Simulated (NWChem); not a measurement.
System: GaCl, singlet; SMILES [Cl][Ga]

Input file for NWChem:

```
start job
memory heap 200 mb stack 900 mb global 1100 mb
geometry units angstroms noautosym nocenter noautoz
  Ga     0.000000     0.000000    -0.810909
  Cl     0.000000     0.000000     1.443598
end
basis spherical
  * library cc-pvtz
end
dft
  xc xcamb88 1.00 lyp 0.81 vwn_5 0.19 hfexch 1.00
  cam 0.33 cam_alpha 0.19 cam_beta 0.46
  iterations 150
end
property
  efieldgrad
end
task dft property
```

Low-valent species are run as closed-shell singlets; no triplet was tried in these runs. The geometry was optimised at B3LYP/6-31G* (spherical d).

Vzz is the largest principal value of the second derivative of the potential at the nucleus (NWChem prints the opposite sign); η is the asymmetry. Non-relativistic.

Atoms are numbered as in the input.

Q: What results follow from this input? (CAM-B3LYP/cc-pVTZ.) Quantities: Vzz Ga1 (a.u.); η Ga1; Vzz Cl2 (a.u.); η Cl2.

A: 
- Vzz Ga1 (a.u.) = -1.968
- η Ga1 = 0.00
- Vzz Cl2 (a.u.) = 0.724
- η Cl2 = 0.00
